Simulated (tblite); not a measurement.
Species: C4H12NPSi2.
Geometry (GFN2-xTB, Å), atoms numbered from 1 in this order:
```
atom  x, y, z in Å
P1     3.8927    0.9595   -0.2940
Si2    2.3302   -0.6255   -0.5487
N3     0.9084    0.0791    0.0891
C4    -0.3881   -0.5756    0.0315
C5    -1.1029   -0.2632   -1.2548
C6    -2.2775    0.3410   -1.2074
C7    -2.8842    0.6611    0.1270
Si8   -1.6080    0.0182    1.3942
H9     4.1644    0.6658    1.0265
H10    4.9141    0.1501   -0.7454
H11    2.5702   -1.8508    0.2270
H12    2.3416   -0.9952   -1.9777
H13    0.8193    1.0853    0.0677
H14   -0.1847   -1.6488    0.0799
H15   -0.5995   -0.5101   -2.1784
H16   -2.8274    0.6122   -2.0979
H17   -3.8581    0.1773    0.2155
H18   -3.0737    1.7340    0.1990
H19   -2.1187   -1.0806    2.2153
H20   -1.0233    1.0768    2.2190
```

Computed values, GFN2-xTB/tblite, gas phase, harmonic and unscaled. Against measured fundamentals such values can be off by several per cent, at times by over 20. Modes of hydrogen on phosphorus and silicon can be 10 to 20 % off. One conformer, not necessarily the lowest.

Harmonic wavenumbers (cm⁻¹): 35.7, 45.7, 60.2, 91.2, 95.4, 202.0, 220.3, 257.8, 418.0, 441.6, 462.2, 473.4, 493.9, 516.6, 531.9, 579.3, 638.2, 639.9, 671.3, 691.7, 717.7, 727.0, 744.7, 767.0, 794.6, 818.0, 822.1, 900.6, 903.4, 985.1, 1025.6, 1096.9, 1118.2, 1136.7, 1154.6, 1192.2, 1215.9, 1240.0, 1306.3, 1368.3, 1462.0, 1708.1, 2123.0, 2185.8, 2261.6, 2264.1, 2326.5, 2417.4, 2933.5, 2956.2, 2982.7, 3056.2, 3075.2, 3422.2.

A = 2804, B = 498.2, C = 472.0 MHz; mass 161.025 u (most abundant isotopes); point group C1, symmetry number 1.

Question: What is the zero-point energy?

Answer: Half the sum of the wavenumbers: 31388 cm⁻¹ = 375.48 kJ/mol.

Question: Entropy at 500 K, 1 bar (ideal gas, RRHO, classical rotation)?

Answer: Translation 182.98, rotation 134.34, vibration 259.66: S = 577.0 J/(mol K).

Question: And Cp and H(500 K) − H(0)?

Answer: Cp = 275.37 J/(mol K), of which vibrations give 242.11 (their classical limit is 54 R = 449.0); H(500 K) − H(0) = 81.15 kJ/mol without the zero-point energy, 64.52 from vibrations.

Question: Which modes carry the vibrational entropy at 500 K?

Answer: 35.7 cm⁻¹: 27.24; 45.7 cm⁻¹: 25.19; 60.2 cm⁻¹: 22.90; 91.2 cm⁻¹: 19.46; 95.4 cm⁻¹: 19.09; 202.0 cm⁻¹: 12.94 J/(mol K); the other 48 give 132.84 together.

Question: What must be added to the electronic energy to get the Gibbs energy at 500 K and 1 bar?

Answer: ZPE + [H(500 K) − H(0)] − T·S = 375.48 + 81.15 − 288.49 = 168.14 kJ/mol.

Hindered rotation and anharmonicity are outside this model. Other conformers, if any are populated, would add a mixing term that is left out. The structure is chiral; the term R ln 2 for an equal mix with its mirror image is left out.
